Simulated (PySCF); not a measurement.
Radial density of Ta⁺ (tantalum, charge +1)

UHF, [Xe] 4f14 5d3 6s1, high-spin 5F determinant. All numbers are calculated (PySCF 2.14, the spin-free X2C one-electron Hamiltonian (Gaussian nucleus), in ANO-RCC-VTZP).

```csv
r (bohr),4πr²ρ (e/bohr),4πr²(ρα − ρβ)
0.0193,90.76,-0.0039
0.0325,97.26,-0.0039
0.0547,133.5,0.0280
0.0921,105.0,0.1015
0.155,121.6,0.0567
0.261,67.95,-0.0328
0.438,73.70,0.1255
0.737,30.14,0.0395
1.24,12.02,1.4005
2.09,2.937,1.6872
3.51,0.6074,0.5958
5.90,0.03791,0.0379
9.92,8.864e-05,0.0001
```

Densities and radii are taken from the X2C orbitals without a picture-change correction, which distorts them close to the nucleus.

Spin-orbit coupling, absent here, splits the open shell strongly.

Q: Where is the radial spin density 4πr²(ρα − ρβ) most negative, and why is it negative at all?

A: Around r = 0.261 bohr, down to -0.0328 e/bohr: exchange with the open shell polarises the paired shells in an unrestricted calculation.
